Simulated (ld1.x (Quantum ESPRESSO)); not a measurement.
Pseudopotential generation for Er (Z = 68): TM semilocal, LDA (PZ), scalar-relativistic.

```
Element                 : erbium
Generator               : ld1.x (Quantum ESPRESSO) 7.5
Type                    : norm-conserving Troullier–Martins (semilocal form)
Functional              : LDA (PZ)
Relativity              : scalar-relativistic
Frozen core             : [Kr] 4d10
Valence charge          : 22
Reference configuration : 4f11 5s2 5p6 5d0 6s0 6p0 (charge +3)
Partial waves           : 5s (bound): rc 1.25 bohr; 5p (bound): rc 1.50 bohr; 4f (bound): rc 1.35 bohr; 5d (bound, empty): rc 3.15 bohr
Local potential         : the d channel
Core correction         : a·sin(br)/r model core, default radius (core density twice the valence density)
```

All-electron outer shells of the reference configuration (LDA (PZ), scalar-relativistic, ld1.x):

```
shell  level (eV)  outermost node (bohr)  outermost maximum (bohr)
   4p     -347.52                   0.27                      0.49
   4d     -198.60                   0.25                      0.51
   5s      -82.27                   0.60                      1.10
   5p      -55.64                   0.65                      1.26
   4f      -35.79                      –                      0.51
   5d      -25.20                   0.72                      1.72
   6s      -23.66                   1.45                      2.70
   6p      -17.56                   1.70                      3.22
```

Task: Does the generator finish with these settings?

Result: Yes, a potential is produced.

Task: Estimate the cutoffs (Ry, on a coarse ladder) from which the occupation-weighted sum of valence levels, in a spherical-Bessel basis at the reference potential, stays within 10 and 1 mRy of its value at 400 Ry.

Result: 230 Ry and over 300 Ry.

Task: Which valence shell sets the plane-wave cutoff?

Result: 4f: its level needs 230 Ry to come within 1 mRy, against 140 Ry for 5s.

Its largest configuration-test error is -129 meV (4f12 5s2 5p6 5d0 6s0 6p0). 2 of 9 tests not solved or not reliable. Not counted: 4f12 5s2 5p6 5d0 6s1 6p1 (solver errors, printed error -3203 eV); 4f13 5s2 5p6 5d0 6s0 6p0 (solver errors, printed error -3116 eV).
